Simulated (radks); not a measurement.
Q: Excited configurations of neutral rhodium: one electron is placed in a higher orbital outside [Kr] 4d8. The ground configuration is [Kr] 4d8 5s1. Calculated with a radial shooting solver on a logarithmic mesh with Libxc functionals: scalar-relativistic Kohn-Sham, PBE, spin-polarised, spherical densities, finite nucleus; open shells are filled with parallel spins first (spin-orbit coupling, left out, can overturn this in heavy ions); Fermi nuclear charge, rms radius 4.4945 fm. Excitation = E - E(ground); binding = E(ion) - E, where the ion is the core of charge +1; n* = 1/sqrt(2 binding) in atomic units, and the quantum defect is n - n*.

outer orbital  excitation (eV)  binding (eV)     n*  quantum defect  eigenvalue (eV)  <r> (bohr)
5f                       7.180         0.672  4.500           0.500           -0.405       28.31
6s                       5.283         2.569  2.301           3.699           -1.580       8.587
6p                       5.995         1.857  2.707           3.293           -1.101       11.13
7s                       6.493         1.359  3.164           3.836           -0.869       16.55
7d                       7.145         0.707  4.386           2.614           -0.452       30.17
7f                       7.480         0.371  6.052           0.948           -0.254       59.15

Estimate the row for 5d.

A: excitation (eV) 6.196; binding (eV) 1.656; n* 2.866; quantum defect 2.134; eigenvalue (eV) -0.802; <r> (bohr) 10.06. The Delta-SCF ionisation energy is 7.852 eV (NIST Atomic Spectra Database: 7.459 eV, measured). Self-interaction in the functional shifts the binding energies and quantum defects, so they are the method's values and not measured ones. Open shells are spherical and high-spin; term and fine-structure splittings are not resolved.
